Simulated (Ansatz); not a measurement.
Nudged elastic band run: C2H8ClNSi

input.yaml

```yaml
crystal:
  periodic: [false, false, false]
  atoms:
    - { symbol: Si, position_ang: [-0.588988, 1.008039, 0.107085] }
    - { symbol: C, position_ang: [0.946785, -0.023487, 0.408932] }
    - { symbol: C, position_ang: [0.689123, -1.524625, 0.579937] }
    - { symbol: "N", position_ang: [-1.342106, 0.549755, -1.359661] }
    - { symbol: H, position_ang: [-0.813437, 0.456605, -2.20585] }
    - { symbol: H, position_ang: [-1.594309, 0.904696, 1.179162] }
    - { symbol: Cl, position_ang: [0.034187, 3.015519, 0.110302] }
    - { symbol: H, position_ang: [1.45713, 0.379991, 1.288158] }
    - { symbol: H, position_ang: [1.628779, 0.151455, -0.430237] }
    - { symbol: H, position_ang: [1.622905, -2.07007, 0.729467] }
    - { symbol: H, position_ang: [0.192821, -1.946789, -0.295409] }
    - { symbol: H, position_ang: [0.052469, -1.724311, 1.444961] }
    - { symbol: H, position_ang: [-2.285356, 0.823222, -1.556746] }
basis:
  gaussian: { orbitals: def2-SVP }
hamiltonian:
  xc: hf
neb:
  order_check: false
  images: 5
  f_tol: 0.03
  max_iterations: 60
  final_atoms:
    - { symbol: Si, position_ang: [-1.80028947, 1.88943018, 0.05345481] }
    - { symbol: C, position_ang: [1.1906957, -0.68436527, -0.28689048] }
    - { symbol: C, position_ang: [1.12730461, -1.85171975, 0.69041797] }
    - { symbol: "N", position_ang: [-2.5411963, 1.74542308, -1.30621341] }
    - { symbol: H, position_ang: [0.35041427, -0.70394982, -0.98516029] }
    - { symbol: H, position_ang: [-2.04761472, 1.00190155, 1.18123593] }
    - { symbol: Cl, position_ang: [-0.38758986, 3.26116515, 0.63032748] }
    - { symbol: H, position_ang: [1.17454888, 0.27435137, 0.23705237] }
    - { symbol: H, position_ang: [2.10728527, -0.7110451, -0.87946808] }
    - { symbol: H, position_ang: [1.96949208, -1.83327806, 1.38527396] }
    - { symbol: H, position_ang: [1.15283892, -2.80813653, 0.16488051] }
    - { symbol: H, position_ang: [0.21006284, -1.82762742, 1.28307104] }
    - { symbol: H, position_ang: [-2.50594922, 2.2478506, -2.1678808] }
  initial_path:
    images:
      - { positions_ang: [[-0.588988, 1.008039, 0.107085], [0.946785, -0.023487, 0.408932], [0.689123, -1.524625, 0.579937], [-1.342106, 0.549755, -1.359661], [-0.813437, 0.456605, -2.20585], [-1.594309, 0.904696, 1.179162], [0.034187, 3.015519, 0.110302], [1.45713, 0.379991, 1.288158], [1.628779, 0.151455, -0.430237], [1.622905, -2.07007, 0.729467], [0.192821, -1.946789, -0.295409], [0.052469, -1.724311, 1.444961], [-2.285356, 0.823222, -1.556746]] }
      - { positions_ang: [[-0.69937257, 1.05991315, 0.12831672], [0.91154355, -0.04584862, 0.25176216], [0.66245152, -1.50502611, 0.57184619], [-1.28802439, 0.61384344, -1.37638159], [-0.5618895, 0.32372807, -1.84570713], [-1.57917287, 0.84167113, 1.25505021], [-0.10457977, 3.03501415, 0.28530383], [1.44961818, 0.42428613, 1.06762086], [1.59390641, 0.03895475, -0.59387829], [1.59661078, -2.05066486, 0.71668835], [0.11365805, -1.98785393, -0.2209413], [0.08095944, -1.60816104, 1.4736427], [-2.17570583, 0.86014374, -1.71322171]] }
      - { positions_ang: [[-0.80975714, 1.1117873, 0.14954844], [0.87630209, -0.06821024, 0.09459232], [0.63578005, -1.48542721, 0.56375538], [-1.23394278, 0.67793188, -1.39310217], [-0.310342, 0.19085113, -1.48556427], [-1.56403673, 0.77864626, 1.33093842], [-0.24334653, 3.0545093, 0.46030567], [1.44210637, 0.46858125, 0.84708372], [1.55903381, -0.0735455, -0.75751958], [1.57031657, -2.03125972, 0.7039097], [0.03449509, -2.02891886, -0.1464736], [0.10944987, -1.49201108, 1.5023244], [-2.06605566, 0.89706549, -1.86969743]] }
      - { positions_ang: [[-0.92014171, 1.16366145, 0.17078016], [0.84106064, -0.09057186, -0.06257752], [0.60910857, -1.46582832, 0.55566457], [-1.17986118, 0.74202031, -1.40982276], [-0.0587945, 0.0579742, -1.1254214], [-1.5489006, 0.71562139, 1.40682662], [-0.3821133, 3.07400445, 0.6353075], [1.43459455, 0.51287638, 0.62654659], [1.52416122, -0.18604574, -0.92116087], [1.54402235, -2.01185457, 0.69113105], [-0.04466786, -2.0699838, -0.07200591], [0.13794031, -1.37586112, 1.53100611], [-1.9564055, 0.93398723, -2.02617314]] }
      - { positions_ang: [[-1.21352429, 1.40558436, 0.13167171], [0.95760566, -0.28850299, -0.1373485], [0.78184059, -1.5944588, 0.60058237], [-1.63363955, 1.0764879, -1.37528631], [0.07760842, -0.19600047, -1.0786677], [-1.71513864, 0.81104811, 1.33162972], [-0.38393882, 3.13639135, 0.63364749], [1.34791266, 0.43336804, 0.49671518], [1.7185359, -0.36104553, -0.90726328], [1.68584559, -1.95232907, 0.92251202], [0.35450107, -2.31603471, 0.00695623], [0.16198115, -1.52644988, 1.44836108], [-2.13958674, 1.37194169, -2.07340903]] }
      - { positions_ang: [[-1.50690688, 1.64750727, 0.09256326], [1.07415068, -0.48643413, -0.21211949], [0.9545726, -1.72308927, 0.64550017], [-2.08741792, 1.41095549, -1.34074986], [0.21401135, -0.44997515, -1.03191399], [-1.88137668, 0.90647483, 1.25643282], [-0.38576434, 3.19877825, 0.63198749], [1.26123077, 0.35385971, 0.36688377], [1.91291058, -0.53604531, -0.89336568], [1.82766884, -1.89280356, 1.15389299], [0.75366999, -2.56208562, 0.08591837], [0.186022, -1.67703865, 1.36571606], [-2.32276798, 1.80989614, -2.12064491]] }
      - { positions_ang: [[-1.80028947, 1.88943018, 0.05345481], [1.1906957, -0.68436527, -0.28689048], [1.12730461, -1.85171975, 0.69041797], [-2.5411963, 1.74542308, -1.30621341], [0.35041427, -0.70394982, -0.98516029], [-2.04761472, 1.00190155, 1.18123593], [-0.38758986, 3.26116515, 0.63032748], [1.17454888, 0.27435137, 0.23705237], [2.10728527, -0.7110451, -0.87946808], [1.96949208, -1.83327806, 1.38527396], [1.15283892, -2.80813653, 0.16488051], [0.21006284, -1.82762742, 1.28307104], [-2.50594922, 2.2478506, -2.1678808]] }
```

Launched with:

```bash
$ ansatz run input.yaml --threads 2 --pin off --max-ram 3072MiB --backend cpu --events-out ev --progress --plain --runs-dir out
```

Output, in part (warnings, iteration lines, the closing report on the highest movable image, with atoms numbered from 0):

```
NEB end point (image 0): max|allowed force component| = 1.672e-2 eV/Å (the criterion of neb.relax_end_points is 1.000e-2)
NEB end point (image 6): max|allowed force component| = 2.404e-2 eV/Å (the criterion of neb.relax_end_points is 1.000e-2)
NEB iter   1: max|band force component| = 6.951e0 eV/Å  barrier→ = 4.9731 eV  barrier← = 2.4747 eV  Δτ_max = 0.2000 Å  (247 SCF iters)
NEB iter   2: max|band force component| = 2.476e0 eV/Å  barrier→ = 4.6807 eV  barrier← = 2.1822 eV  Δτ_max = 0.2000 Å  (164 SCF iters)
NEB iter   3: max|band force component| = 2.844e0 eV/Å  barrier→ = 5.1116 eV  barrier← = 2.6131 eV  Δτ_max = 0.1017 Å  (174 SCF iters)
NEB iter   4: max|band force component| = 2.720e0 eV/Å  barrier→ = 4.4800 eV  barrier← = 1.9816 eV  Δτ_max = 0.1004 Å  (166 SCF iters)
NEB iter   5: max|band force component| = 1.862e0 eV/Å  barrier→ = 4.0924 eV  barrier← = 1.5939 eV  Δτ_max = 0.2000 Å  (176 SCF iters)
NEB iter   6: max|band force component| = 3.585e0 eV/Å  barrier→ = 3.7235 eV  barrier← = 1.2251 eV  Δτ_max = 0.1000 Å  (168 SCF iters)
NEB iter   7: max|band force component| = 8.691e-1 eV/Å  barrier→ = 3.3661 eV  barrier← = 0.8677 eV  Δτ_max = 0.1065 Å  (174 SCF iters)
NEB iter   8: max|band force component| = 7.515e-1 eV/Å  barrier→ = 3.1856 eV  barrier← = 0.6872 eV  Δτ_max = 0.2000 Å  (174 SCF iters)
NEB iter   9: max|band force component| = 1.047e0 eV/Å  barrier→ = 3.1269 eV  barrier← = 0.6285 eV  CI = image 3  Δτ_max = 0.1964 Å  (172 SCF iters)
NEB iter  10: max|band force component| = 1.323e0 eV/Å  barrier→ = 3.5346 eV  barrier← = 1.0362 eV  CI = image 3  Δτ_max = 0.2000 Å  (174 SCF iters)
NEB iter  11: max|band force component| = 1.184e0 eV/Å  barrier→ = 3.8071 eV  barrier← = 1.3087 eV  CI = image 3  Δτ_max = 0.2000 Å  (170 SCF iters)
NEB iter  12: max|band force component| = 1.255e0 eV/Å  barrier→ = 4.2315 eV  barrier← = 1.7330 eV  CI = image 3  Δτ_max = 0.1912 Å  (170 SCF iters)
NEB iter  13: max|band force component| = 1.001e0 eV/Å  barrier→ = 4.5896 eV  barrier← = 2.0911 eV  CI = image 3  Δτ_max = 0.2000 Å  (170 SCF iters)
NEB iter  14: max|band force component| = 2.834e0 eV/Å  barrier→ = 4.6754 eV  barrier← = 2.1770 eV  CI = image 3  Δτ_max = 0.1008 Å  (177 SCF iters)
NEB iter  15: max|band force component| = 1.430e0 eV/Å  barrier→ = 4.6130 eV  barrier← = 2.1146 eV  CI = image 3  Δτ_max = 0.1074 Å  (170 SCF iters)
NEB iter  16: max|band force component| = 4.802e-1 eV/Å  barrier→ = 4.5363 eV  barrier← = 2.0378 eV  CI = image 3  Δτ_max = 0.0702 Å  (169 SCF iters)
NEB iter  17: max|band force component| = 3.206e-1 eV/Å  barrier→ = 4.5030 eV  barrier← = 2.0045 eV  CI = image 3  Δτ_max = 0.0533 Å  (164 SCF iters)
NEB iter  18: max|band force component| = 2.139e-1 eV/Å  barrier→ = 4.4882 eV  barrier← = 1.9898 eV  CI = image 3  Δτ_max = 0.0340 Å  (161 SCF iters)
NEB iter  19: max|band force component| = 2.818e-1 eV/Å  barrier→ = 4.4806 eV  barrier← = 1.9822 eV  CI = image 3  Δτ_max = 0.0170 Å  (168 SCF iters)
NEB iter  20: max|band force component| = 1.579e-1 eV/Å  barrier→ = 4.4801 eV  barrier← = 1.9817 eV  CI = image 3  Δτ_max = 0.0341 Å  (149 SCF iters)
NEB iter  21: max|band force component| = 2.286e-1 eV/Å  barrier→ = 4.4747 eV  barrier← = 1.9762 eV  CI = image 3  Δτ_max = 0.0171 Å  (165 SCF iters)
NEB iter  22: max|band force component| = 7.507e-2 eV/Å  barrier→ = 4.4728 eV  barrier← = 1.9744 eV  CI = image 3  Δτ_max = 0.0340 Å  (164 SCF iters)
NEB iter  23: max|band force component| = 5.162e-2 eV/Å  barrier→ = 4.4712 eV  barrier← = 1.9727 eV  CI = image 3  Δτ_max = 0.0325 Å  (167 SCF iters)
NEB iter  24: max|band force component| = 4.446e-2 eV/Å  barrier→ = 4.4705 eV  barrier← = 1.9721 eV  CI = image 3  Δτ_max = 0.0339 Å  (158 SCF iters)
NEB iter  25: max|band force component| = 5.741e-2 eV/Å  barrier→ = 4.4700 eV  barrier← = 1.9716 eV  CI = image 3  Δτ_max = 0.0170 Å  (168 SCF iters)
NEB iter  26: max|band force component| = 6.314e-2 eV/Å  barrier→ = 4.4697 eV  barrier← = 1.9712 eV  CI = image 3  Δτ_max = 0.0085 Å  (149 SCF iters)
NEB iter  27: max|band force component| = 4.704e-2 eV/Å  barrier→ = 4.4695 eV  barrier← = 1.9711 eV  CI = image 3  Δτ_max = 0.0042 Å  (132 SCF iters)
NEB iter  28: max|band force component| = 1.706e-2 eV/Å  barrier→ = 4.4694 eV  barrier← = 1.9710 eV  CI = image 3  Δτ_max = 0.0085 Å  (132 SCF iters)
NEB iter  29: max|band force component| = 2.851e-2 eV/Å  barrier→ = 4.4693 eV  barrier← = 1.9708 eV  CI = image 3  Δτ_max = 0.0000 Å  (207 SCF iters)
Total energy: -24024.23155826 eV, -882.8742255569 hartree
Atom 0 at    -0.888531     1.185385     0.096062 Å, force     0.000433     0.011195     0.000955 eV/Å
Atom 1 at     0.807702    -0.108514    -0.024538 Å, force     0.010111    -0.008848    -0.013315 eV/Å
Atom 2 at     0.624569    -1.521352     0.528557 Å, force    -0.000112     0.003905    -0.003572 eV/Å
Atom 3 at    -1.365864     0.699916    -1.363427 Å, force     0.004635     0.003876    -0.003283 eV/Å
Atom 4 at    -0.103526     0.103131    -0.951662 Å, force    -0.007978    -0.008046     0.005411 eV/Å
Atom 5 at    -1.405273     0.772067     1.407486 Å, force    -0.001788     0.002170     0.000796 eV/Å
Atom 6 at    -0.128361     3.088840     0.443377 Å, force    -0.002286    -0.004924    -0.002018 eV/Å
Atom 7 at     1.231800     0.566693     0.725920 Å, force    -0.000472     0.000806     0.006021 eV/Å
Atom 8 at     1.552462    -0.075414    -0.827373 Å, force    -0.000845     0.001967     0.006434 eV/Å
Atom 9 at     1.573521    -1.939542     0.866983 Å, force     0.001118     0.000613     0.001255 eV/Å
Atom 10 at     0.216504    -2.185681    -0.234063 Å, force     0.002489    -0.000720    -0.001190 eV/Å
Atom 11 at    -0.062520    -1.533879     1.375901 Å, force    -0.002288    -0.000509    -0.000995 eV/Å
Atom 12 at    -2.052481     0.948349    -2.043122 Å, force    -0.003016    -0.001486     0.003498 eV/Å
Dipole moment:     0.166730    -0.315582     0.174322 e Å
```

The forces met the threshold. The band force fell under the threshold earlier too, but the program's further tests of the path sent the band on. Neighbouring images differ by up to 3.4 eV, so the band resolves the path poorly. A vibrational analysis at the climbing image gives one clearly imaginary mode, 1831i cm⁻¹: a first-order saddle point. The orbitals stay closed-shell, which can raise the energy where a bond breaks towards radicals; this wasn't checked here.

Final band (atoms are numbered from 1 in the order of the input):

```
image  path coordinate (Å)  energy (eV)  Si1–C2 (Å)  N4–H5 (Å)  C2–H5 (Å)
    0                 0.00         0.00        1.87       1.00       3.19
    1                 0.77         0.09        1.87       1.00       2.78
    2                 1.54         1.09        1.92       1.02       2.07
    3                 2.31         4.47        2.14       1.46       1.32
    4                 3.61         2.73        3.07       2.51       1.09
    5                 4.90         2.51        3.71       3.22       1.09
    6                 6.20         2.50        3.96       3.80       1.09
```

The run took 3 min on 2 threads of Arm Neoverse V2, on a shared host, peak memory 0.27 GiB.
